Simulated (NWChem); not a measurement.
Molecule: C₂H₆OSe; SMILES COC[SeH]

```xyz
10

C     -0.8030     2.2036     0.0742
O      0.4383     1.7055    -0.3926
C      0.9103     0.5947     0.2871
Se    -0.0549    -1.1457    -0.0697
H     -1.0031     3.1207    -0.4836
H     -0.7618     2.4353     1.1502
H     -1.6133     1.4849    -0.1076
H      0.9065     0.7308     1.3759
H      1.9260     0.4075    -0.0621
H     -1.0539    -0.9794     1.0126
```
Atoms are numbered in this order, from 1.

Coordinates come from a B3LYP/6-31G* (spherical d) optimisation.

Spin-orbit effects, on the heavy nuclei and on their neighbours, are missing.

### Question
Give the principal values of the shielding tensors (ppm) of C1, O2, C3, Se4 from Hartree-Fock/6-31G* (spherical d), GIAO (NWChem), with their diamagnetic and paramagnetic parts as GIAO splits them.

### Answer
| atom | σ11 | σ22 | σ33 | isotropic | diamagnetic | paramagnetic |
|---|---|---|---|---|---|---|
| C1 | 121.6 | 134.2 | 193.9 | 149.9 | 246.5 | -96.7 |
| O2 | 277.4 | 340.2 | 362.8 | 326.8 | 395.5 | -68.8 |
| C3 | 93.6 | 132.9 | 178.7 | 135.1 | 245.5 | -110.4 |
| Se4 | 1559.0 | 1983.0 | 2357.8 | 1966.6 | 2996.2 | -1029.6 |
